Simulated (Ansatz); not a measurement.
Species: CH$_{5}$GaO, SMILES `[O](C)[GaH2]` (C–O–Ga–H torsion 180°) (charge 0, multiplicity 1), formula CH5GaO.

### Question
How many basis functions does frozen-core CCSD(T)/cc-pVTZ // B3LYP-D3(BJ)/def2-SVP run with Ansatz (a program for electronic structure) use, how many core orbitals are frozen, and how many electrons are correlated?

### Answer
173 basis functions and 11 frozen orbitals, which leaves 28 correlated electrons (filled d shells below the valence shell are correlated). Core time is of the order of minutes.
